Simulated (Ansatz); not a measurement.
Cost and result for the atomization energy of C12H10F2Si, SMILES `F[Si](F)(c1ccccc1)c1ccccc1` (25 atoms, 26 bonds).

```xyz
25

F    -1.9370   -1.5779   -1.3949
Si   -1.2373   -1.0077   -0.0810
F    -2.0370   -1.6586    1.1348
C     0.5223   -1.5669   -0.1029
C     1.4602   -0.9686    0.7420
C     2.7807   -1.3878    0.7471
C     3.1839   -2.4115   -0.0983
C     2.2669   -3.0132   -0.9475
C     0.9459   -2.5933   -0.9496
C    -1.4345    0.8240    0.0432
C    -2.4199    1.3935    0.8523
C    -2.5666    2.7698    0.9270
C    -1.7285    3.5967    0.1936
C    -0.7418    3.0477   -0.6128
C    -0.5959    1.6719   -0.6845
H     1.1572   -0.1598    1.3999
H     3.4974   -0.9148    1.4087
H     4.2174   -2.7393   -0.0972
H     2.5826   -3.8105   -1.6108
H     0.2354   -3.0646   -1.6202
H    -3.0751    0.7529    1.4327
H    -3.3351    3.1987    1.5599
H    -1.8426    4.6734    0.2526
H    -0.0843    3.6933   -1.1837
H     0.1860    1.2525   -1.3103
```

Total charge 0; spin multiplicity 1. The structure was optimised at the PBE0-D4/def2-TZVP level. It is one conformer, not always the lowest. Program: Ansatz. All runs use 11 threads of an AMD EPYC 7R13 on a shared host and a whole NVIDIA H100 80 GB. Times are those of one run each, without the atoms' runs, and a repeat can differ threefold. Electronic energies, without spin–orbit coupling; frozen cores. CCSD(T)/CBS adds CCSD(T) − MP2 in def2-TZVPP to the MP2 limit, and its time is that of the two runs behind it. T1 = 0.011; the RHF reference is unstable towards UHF. B3LYP takes the VWN-RPA correlation (the form of Gaussian; ORCA's B3LYP/G). HSE06 is the plane-wave form, built on full-range PBE exchange.

CCSD(T)/CBS is a level of theory with its own doubt, some kJ/mol a heavy atom from the limit and from the frozen cores, so smaller differences don't rank the functionals.

```csv
level,functions,wall time,atomization (kcal/mol),difference from CCSD(T)/CBS,per bond
B3LYP-D4/def2-TZVPP (with forces),616,6.5 s,2961.2,10.3,0.4
PBE-QIDH/def2-TZVPP,616,8 s,2974.1,23.2,0.9
ωB97X-V/def2-TZVPP,616,9.5 s,2957.9,7.0,0.3
CCSD(T)/def2-SVP,264,11 s,2833.2,-117.7,-4.5
PBE-D4/def2-TZVPP (with forces),616,11 s,3063.8,112.9,4.3
BLYP-D4/def2-TZVPP,616,11 s,2964.6,13.7,0.5
HSE06-D4/def2-TZVPP,616,12 s,3006.2,55.3,2.1
revPBE-D4/def2-TZVPP,616,13 s,2985.9,35.0,1.3
LDA (SPW92)/def2-TZVPP,616,13 s,3416.3,465.4,17.9
MP2/def2-QZVPP,1168,14 s,3020.9,70.0,2.7
B97M-V/def2-TZVPP,616,15 s,2972.5,21.6,0.8
CCSD(T)/def2-TZVPP,616,97 s,2879.7,-71.2,-2.7
CCSD(T)/CBS(def2),–,110 s,2950.9,0.0,0.0
```

In def2-TZVPP, CCSD(T) changes the Hartree–Fock value by +677.7 kcal/mol (the triples alone add +57.3 kcal/mol) and MP2 by +776.7 kcal/mol; breaking electron pairs costs correlation energy, which Hartree–Fock lacks. From r2SCAN to r2SCAN0 (25 % exact exchange), in def2-TZVPP and without D4, the atomization energy moves by −49.1 kcal/mol: exact exchange takes away binding that semilocal exchange gives to molecules. At CCSD(T), def2-SVP lies −117.7 kcal/mol from the extrapolated value and def2-TZVPP −71.2 kcal/mol: correlation converges slowly with the basis, and small sets miss more of it in the bonded molecule than in its fragments.
